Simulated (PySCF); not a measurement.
Work out the structure from these simulated measurements.

Formula: CH8OSi2.

| Item | Value |
| --- | --- |
| 1H NMR | chemical shifts (computed TMS as zero) by class: 5.11 (2 H), 3.57 (3 H), 3.46 (3 H) ppm [GIAO PBE0/pcSseg-1] |
| XPS | Si2p3/2 106.5, Si2p3/2 107.0, C1s 292.4, O1s 538.0, Si1s 1846.2, Si1s 1846.8 eV [ΔSCF SCAN, pcX-2 on the ionised atom, pcseg-1 elsewhere, spin-free X2C, 2p3/2 from a spin–orbit splitting computed afterwards within the 2p shell] |
| Dipole | 1.06 D [CAM-B3LYP/def2-SVPD] |
| UV, first state | lowest singlet excitation: 6.79 eV (183 nm, f = 0.022) [TDDFT CAM-B3LYP/def2-SVPD] |
| Valence photoelectron | vertical ionisation energy: 10.27 eV [ΔSCF CAM-B3LYP/def2-SVPD] |
| 13C NMR | chemical shifts (computed TMS as zero) by class: 56.6 (1 C) ppm [GIAO PBE0/pcSseg-1] |
| Rotational structure | rotational constants A, B, C: 12.557, 1.861, 1.703 GHz [PBE0-D3(BJ)/def2-SVP] |

The electronic properties come from PySCF, for the isolated species, density fitting. Levels stand in brackets. One conformer (not necessarily the lowest) at the PBE0-D3(BJ)/def2-SVP geometry, without solvent, vibrations or thermal averaging. Each NMR value is the plain mean over a class of atoms that symmetry, rotation or inversion makes alike.

Question: What is the compound? Reason from the data.

Answer: Numbering: `[CH3:1][O:2][SiH2:3][SiH3:4]`. Its formula, CH8OSi2, gives 0 degrees of unsaturation, so no ring and no π bond. The one carbon: methoxy carbon [C1] (56.6 ppm). Hydrogen classes from least to most shielded: 2 H on an oxygen-bound silicon, Si3 (5.11 ppm), 3 H on a methoxy carbon, C1 (3.57 ppm), 3 H on an SiH3 silicon, Si4 (3.46 ppm). The core levels belong to: Si2p3/2 106.5 eV, SiH3 silicon [Si4]; Si2p3/2 107.0 eV, oxygen-bound silicon [Si3]; C1s 292.4 eV, methoxy carbon [C1]; O1s 538.0 eV, silyl ether oxygen [O2]; Si1s 1846.2 eV, SiH3 silicon [Si4]; Si1s 1846.8 eV, oxygen-bound silicon [Si3]. The first electron is taken from the HOMO, whose largest Löwdin shares are 0.29 on the SiH3 silicon, 0.29 on the oxygen-bound silicon and 0.13 on the silyl ether oxygen. By its constants the optimised geometry is an asymmetric top. Structure: `CO[SiH2][SiH3]`. Computed isomers that give other values at the same levels: `C[SiH2]O[SiH3]` (rotational constant A: 10.882 GHz; this holds for the one conformer computed); `C[SiH2][SiH2]O` (core binding energies: Si2p3/2 106.3, Si2p3/2 107.0, C1s 290.4, O1s 538.4, Si1s 1846.0, Si1s 1846.9 eV). The assignments are read from this structure; whether some other isomer fits the data as well wasn't checked.

Conformer computed: `[CH3:1][O:2][SiH2:3][SiH3:4]`: C1–O2–Si3–Si4 179°.
